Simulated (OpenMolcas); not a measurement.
## CH7NSn: a line through the functionals

CH7NSn: 10 atoms, total charge 0, spin state singlet. SMILES: `C[NH][SnH3]`. The coordinates come from a PBE0-D4/def2-TZVP relaxation.

The vertical energy of the triplet above the singlet y, in eV, basis def2-SVP with a core potential; a is the functional's share of exact exchange. Programs: OpenMolcas 26.06.

```
functional     program     a  y (eV)
    revPBE  OpenMolcas     0    4.68
      TPSS  OpenMolcas     0    4.73
     B3LYP  OpenMolcas   0.2    4.80
      PBE0  OpenMolcas  0.25       ?
     BHLYP  OpenMolcas   0.5    4.90
```

Q: Fit y = c + s·a to the known rows and predict PBE0.

A: 
1. Means of the 4 rows: a = 0.1750, y = 4.777.
2. Σ(Δa)² = 0.1675, Σ(Δa·Δy) = 0.06575, so the slope is 0.06575/0.1675 = 0.39254.
3. Intercept: 4.777 − (0.39254) × 0.1750 = 4.708. The largest residual of the fit is 0.028.
4. PBE0: 4.708 + (0.39254) × 0.25 = 4.81 eV.

The run gave 4.80 eV, so the prediction is off by +0.01 eV, within the largest residual. The rows mix families of semi-local functionals, which the line can't see. Spin-orbit coupling is left out.
